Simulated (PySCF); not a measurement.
Compound: C₂H₁₀O₂SSi₂.
Bonds: C1–Si2, Si2–Si3, Si3–S4, S4–C5, S4–O6 (double), S4–O7 (double). Hydrogens: H8, H9, H10 on C1; H11, H12 on Si2; H13, H14 on Si3; H15, H16, H17 on C5.

The calculation used PBE0-D3(BJ)/def2-SVP geometry optimisation, gas phase (PySCF).

What internal coordinates does the optimisation give?

```
                  bond  length (pm)
                C1–Si2        188.2
               Si2–Si3        234.5
                Si3–S4        223.5
                 S4–C5        179.0
          S4=O6, S4=O7        147.1
  C1–H8, C1–H9, C1–H10        110.1
      Si2–H11, Si2–H12        149.2
      Si3–H13, Si3–H14        149.4
C5–H15, C5–H16, C5–H17        109.8
```

Bonds in one row agree within 1 pm and their mean is given. A selection of angles:
```
      angle  degrees
  Si2–C1–H8    111.1
  Si2–C1–H9    109.8
   H8–C1–H9    108.0
 C1–Si2–Si3    111.1
 C1–Si2–H11    111.6
Si3–Si2–H11    105.8
Si3–Si2–H12    106.9
H11–Si2–H12    109.9
 Si2–Si3–S4     98.8
Si2–Si3–H13    115.5
 S4–Si3–H13    107.5
H13–Si3–H14    109.7
  Si3–S4–C5    110.2
  Si3–S4–O6    105.0
  Si3–S4–O7    107.4
   C5–S4–O6    107.0
   O6–S4–O7    120.2
  S4–C5–H15    109.3
  S4–C5–H17    104.3
 H15–C5–H16    112.2
 H16–C5–H17    110.5
```

Torsions: C1–Si2–Si3–S4 -163° (antiperiplanar); Si2–Si3–S4–C5 -169° (antiperiplanar). The mirror-image conformer, all signs reversed, is as good.

S4 (sulfonyl sulfur) is distorted tetrahedral (angles from 105.0° to 120.2°). Si3 (SiH2 silicon) is distorted tetrahedral (angles from 98.8° to 116.4°). Si2 (SiH2 silicon) is distorted tetrahedral (angles from 105.8° to 111.6°).

Point group: C1 (no symmetry element, even within 0.4 Å). No frequency check. The numbers are those of one conformer.
